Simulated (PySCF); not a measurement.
Gas-phase equilibrium of 1 mol N2O, 33 mol N2 at 1200 K and 0.133 bar, among 8 species (O2, N2, O, NO, O3, N, N2O, NO2). Only gases are allowed; each row takes one source of thermochemistry for all species, and Cantera finds the minimum.

Method: PySCF energies plus ideal-gas RRHO corrections (1 bar). 'Table' is the NASA 1993 thermochemical table (part measured, part estimated). † marks an energy on the PBE0/def2-TZVP geometry and frequencies; other levels use their own. MP2 freezes the core. 6-31G* has spherical d functions here. Open shells (unrestricted) among the columns below: O2 (multiplicity 3), NO (multiplicity 2, electronic degeneracy 4), NO2 (multiplicity 2); the rest are closed-shell singlets. Spin-orbit splitting is ignored; it lowers the true energy and changes the entropy of NO. B3LYP is the form with VWN-RPA correlation. MP2 isn't extrapolated to the basis-set limit. The harmonic model lacks anharmonicity and excited electronic states, which grow with temperature; levels with a mode under 35 cm⁻¹ are left out.

Molecules larger than those listed are left out. Table species left out: NO3.

Mole fractions:

```csv
thermochemistry,x N2,x O2,x NO,x NO2,x N2O
table,0.99,0.014,5.7e-5,9.3e-8,1.6e-9
B3LYP/6-31G*,0.99,0.014,8.5e-5,2.1e-7,7.2e-9
B3LYP/def2-TZVP†,0.99,0.014,7.0e-5,1.7e-7,4.2e-9
MP2/def2-SVP†,0.99,0.014,1.8e-5,9.5e-8,6.4e-9
PBE/def2-SVP,0.99,0.014,9.1e-5,3.3e-5,1.8e-6
PBE0/def2-SVP†,0.99,0.014,0.00010,1.3e-6,5.5e-8
ωB97M-V/def2-TZVP†,0.99,0.014,5.6e-5,4.7e-8,6.4e-10
```
The most sensitive of these is N2O: it spans a factor of 10^3.5 over these rows; at this temperature one factor of ten is RT ln 10 = 23 kJ/mol.
